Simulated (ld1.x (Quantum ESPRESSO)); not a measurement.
## An all-electron radial function and its pseudo partner (Cr (Z = 24))

Columns: radius, all-electron u(r) and pseudo u(r) of the 4s shell (level -10.19 eV) of chromium in the configuration [Ne] 3s2 3p6 3d5 4s0 4p0; LDA (PZ), scalar-relativistic, PAW scheme, ld1.x (Quantum ESPRESSO) 7.5.

| r (bohr) | all-electron | pseudo |
| --- | --- | --- |
| 0.118 | -0.0886 | -0.0170 |
| 0.235 | -0.1591 | -0.0347 |
| 0.353 | 0.0023 | -0.0544 |
| 0.470 | 0.1742 | -0.0765 |
| 0.588 | 0.2717 | -0.1018 |
| 0.705 | 0.2868 | -0.1305 |
| 0.822 | 0.2411 | -0.1627 |
| 0.940 | 0.1575 | -0.1989 |
| 1.058 | 0.0555 | -0.2383 |
| 1.175 | -0.0507 | -0.2801 |
| 1.292 | -0.1539 | -0.3238 |
| 1.410 | -0.2501 | -0.3688 |
| 1.528 | -0.3358 | -0.4137 |
| 1.645 | -0.4094 | -0.4569 |
| 1.763 | -0.4718 | -0.4980 |
| 1.880 | -0.5225 | -0.5352 |
| 1.998 | -0.5631 | -0.5680 |
| 2.115 | -0.5938 | -0.5950 |
| 2.232 | -0.6157 | -0.6158 |
| 2.350 | -0.6301 | -0.6301 |
| 2.468 | -0.6376 | -0.6376 |
| 2.585 | -0.6392 | -0.6392 |
| 2.702 | -0.6357 | -0.6357 |
| 2.820 | -0.6279 | -0.6279 |
| 2.938 | -0.6164 | -0.6164 |
| 3.055 | -0.6020 | -0.6020 |

(1) How many radial nodes do the two functions have?

(2) At about which radius was the pseudo-wave matched?

(3) Is the pseudo-wave norm-conserving?

Results:

(1) The all-electron 4s function has n − l − 1 = 3 (the table is too coarse to show those close to the nucleus); the pseudo-wave has 0, since the states of the same l below it are removed with the core.

(2) 2.35 bohr. The columns agree to 0.0005 from 2.23 bohr on; several derivatives are matched, so the curves merge somewhat inside the radius.

(3) No, it belongs to a PAW set: the norm inside the radius is not constrained, and the difference is carried by the augmentation charge.
